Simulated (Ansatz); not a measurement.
The cluster Pb₂Se₃, relaxed as a quintet with UKS PBE-D4/def2-SVP in Ansatz, starting from the PBE-D4/def2-SVP geometry of the neutral singlet. Force threshold 0.02 eV/Å.

In the def2 sets Pb takes a core potential; there is no spin–orbit coupling. The relaxation made no stability test and no search for a lower SCF solution. At PBE-D4/def2-SVP a singlet of charge 0 lies 3.36 eV below the quintet, each at its own geometry. The structure comes from a short search, and lower isomers may exist.

Start:

Cartesian coordinates in Å:
```
Pb -1.6600 0.6928 0.4053
Pb 1.7553 -0.4737 0.3073
Se -0.5612 -1.5496 -1.1135
Se 0.1611 0.6298 -1.8798
Se 0.3049 0.7008 2.2807
```

```json
{"step": "1", "energy (eV)": "-206495.0815", "largest force component (eV/Å)": "3.390", "SCF passes": "40"}
{"step": "2", "energy (eV)": "-206495.9169", "largest force component (eV/Å)": "0.339", "SCF passes": "30"}
{"step": "3", "energy (eV)": "-206495.9379", "largest force component (eV/Å)": "0.074", "SCF passes": "26"}
{"step": "4", "energy (eV)": "-206495.9393", "largest force component (eV/Å)": "0.006", "SCF passes": "26"}
{"step": "5", "energy (eV)": "-206495.9409", "largest force component (eV/Å)": "0.057", "SCF passes": "35"}
{"step": "6", "energy (eV)": "-206495.9881", "largest force component (eV/Å)": "0.270", "SCF passes": "34"}
{"step": "7", "energy (eV)": "-206496.2810", "largest force component (eV/Å)": "0.475", "SCF passes": "37"}
{"step": "8", "energy (eV)": "-206496.4620", "largest force component (eV/Å)": "0.387", "SCF passes": "31"}
{"step": "9", "energy (eV)": "-206496.6062", "largest force component (eV/Å)": "0.248", "SCF passes": "29"}
{"step": "10", "energy (eV)": "-206496.6520", "largest force component (eV/Å)": "0.143", "SCF passes": "29"}
{"step": "11", "energy (eV)": "-206496.7101", "largest force component (eV/Å)": "0.136", "SCF passes": "30"}
{"step": "12", "energy (eV)": "-206496.7313", "largest force component (eV/Å)": "0.128", "SCF passes": "26"}
{"step": "13", "energy (eV)": "-206496.7640", "largest force component (eV/Å)": "0.181", "SCF passes": "30"}
{"step": "14", "energy (eV)": "-206496.8302", "largest force component (eV/Å)": "0.154", "SCF passes": "34"}
{"step": "15", "energy (eV)": "-206496.9113", "largest force component (eV/Å)": "0.250", "SCF passes": "41"}
{"step": "16 (rejected)", "energy (eV)": "-206496.9073", "largest force component (eV/Å)": "0.351", "SCF passes": "49"}
{"step": "17", "energy (eV)": "-206496.9495", "largest force component (eV/Å)": "0.173", "SCF passes": "39"}
{"step": "18", "energy (eV)": "-206496.9547", "largest force component (eV/Å)": "0.059", "SCF passes": "37"}
{"step": "19", "energy (eV)": "-206496.9575", "largest force component (eV/Å)": "0.016", "SCF passes": "33"}
{"step": "20", "energy (eV)": "-206496.9576", "largest force component (eV/Å)": "0.010", "SCF passes": "32"}
{"step": "21", "energy (eV)": "-206496.9577", "largest force component (eV/Å)": "0.009", "SCF passes": "25"}
{"step": "22", "energy (eV)": "-206496.9579", "largest force component (eV/Å)": "0.018", "SCF passes": "31"}
```

Force components are those of the run's own axes.

End:

```csv
atom,x (Å),y (Å),z (Å)
Pb1,-2.175,0.789,0.088
Pb2,2.096,-0.806,-0.073
Se3,-0.478,-1.737,-0.389
Se4,0.348,1.174,-1.315
Se5,0.209,0.580,1.690
```

Bonds lost: Se3–Se4 (atoms count from 1).

The force fell under the threshold at step 4, but the optimiser went on and released 1.019 eV more. No frequencies were taken in this run, so the end may be a saddle point.

Run time 91 s (4 threads of Arm Neoverse V1 on a shared host).
